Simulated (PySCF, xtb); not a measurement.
C2H7ClOSi, SMILES [C@H]([SiH2]Cl)(C)O.

GFN2-xTB in xtb at its own geometry gives an orbital gap of 5.08 eV and a dipole moment of 2.99 D.

Geometry optimised at PBE-D3(BJ)/def2-SVP. The structure was generated by enumeration; whether it is a known compound was not checked. The values are those of a single conformer.

Problem. What does PBE/def2-TZVP (PySCF) give? (An estimate is asked for; the answer gives what the named calculation found.)

Solution. gap 5.35 eV (levels -6.15 and -0.79 eV), dipole 2.50 D.
